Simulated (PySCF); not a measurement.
# Ne²⁺: ionisation energy

Ne²⁺ [He] 2s2 2p4 (3P) → Ne³⁺ [He] 2s2 2p3 (4S), as a difference of total energies. Calculation: PySCF 2.14, in dyall-acv3z; no relativity, point nucleus. Correlated levels: valence and next inner shell: nothing frozen; virtual orbitals above 40 to 60 times the deepest correlated orbital energy dropped. The calculations carry no spin-orbit coupling.

```json
{"method": "UHF", "ionisation energy (eV)": "61.822"}
{"method": "MP2 (valence and next inner shell)", "ionisation energy (eV)": "63.082"}
{"method": "SCS-MP2 (valence and next inner shell)", "ionisation energy (eV)": "63.177"}
{"method": "CCSD (valence and next inner shell)", "ionisation energy (eV)": "63.114"}
{"method": "CCSD(T) (valence and next inner shell)", "ionisation energy (eV)": "63.134"}
```

Q: How much does correlation contribute at CCSD(T) (valence and next inner shell)?

A: 63.134 − (61.822) = 1.312 eV, measured against UHF.

A first-order spin-orbit estimate (lowest level to lowest level, LS coupling) adds 0.038 eV.

Errors of the correlated levels include the incompleteness of this basis.

For comparison: 63.423 eV (measured; NIST Atomic Spectra Database, ionization energies).
